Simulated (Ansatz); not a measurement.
The inner images of a band of BClH2O + H2S (8 atoms, charge 0, multiplicity 1) are given out of order.

All numbers below come from Ansatz 0.2.0, RKS BLYP/6-31G*.

Image 0:

```xyz
8
Properties=species:S:1:pos:R:3
B -0.187 -0.881 -0.151
O -0.348 -0.024 0.897
H -1.264 -0.056 1.246
Cl 1.413 -0.946 -0.923
H -1.067 -1.582 -0.564
S 1.032 2.985 2.523
H 1.548 3.521 1.381
H 0.779 1.790 1.917
```

Image 6:

```xyz
8
Properties=species:S:1:pos:R:3
B 0.222 0.534 0.116
O -0.092 -0.183 1.771
H -0.899 -0.746 1.707
Cl 1.648 -0.433 -0.479
H -0.827 0.308 -0.422
S 0.441 2.366 0.517
H 1.766 2.335 0.837
H -0.354 0.627 2.278
```

Q: Put them in order from the first end to the last, with their energies above the first end.
A.
```xyz
8
Properties=species:S:1:pos:R:3
B -0.137 -0.763 -0.085
O -0.387 -0.197 1.130
H -1.335 -0.271 1.370
Cl 1.534 -0.704 -0.690
H -0.984 -1.287 -0.751
S 0.885 3.108 2.203
H 1.743 3.128 1.146
H 0.586 1.793 2.004
```
B.
```xyz
8
Properties=species:S:1:pos:R:3
B 0.077 -0.252 0.209
O -0.134 -0.515 1.542
H -1.088 -0.462 1.756
Cl 1.721 -0.567 -0.417
H -0.796 0.045 -0.551
S 0.385 2.629 0.941
H 1.700 2.288 1.026
H 0.040 1.642 1.820
```
C.
```xyz
8
Properties=species:S:1:pos:R:3
B 0.161 0.221 0.200
O -0.082 -0.172 1.679
H -0.989 -0.541 1.777
Cl 1.700 -0.487 -0.464
H -0.813 0.140 -0.494
S 0.332 2.265 0.737
H 1.657 2.242 1.058
H -0.060 1.140 1.833
```
D.
```xyz
8
Properties=species:S:1:pos:R:3
B 0.013 -0.504 0.140
O -0.288 -0.602 1.466
H -1.250 -0.483 1.612
Cl 1.721 -0.716 -0.329
H -0.802 -0.296 -0.711
S 0.530 3.008 1.261
H 1.711 2.475 0.842
H 0.271 1.926 2.045
```
E.
```xyz
8
Properties=species:S:1:pos:R:3
B -0.067 -0.640 0.017
O -0.351 -0.417 1.331
H -1.319 -0.395 1.482
Cl 1.650 -0.698 -0.452
H -0.906 -0.792 -0.822
S 0.704 3.128 1.770
H 1.704 2.799 0.905
H 0.490 1.822 2.095
```

A: A (+0.01 eV), E (+0.03 eV), D (+0.06 eV), B (+0.25 eV), C (+1.23 eV).

Time of the run: 4.6 min on 1 thread of Arm Neoverse V2 (shared host), peak memory 0.12 GiB.
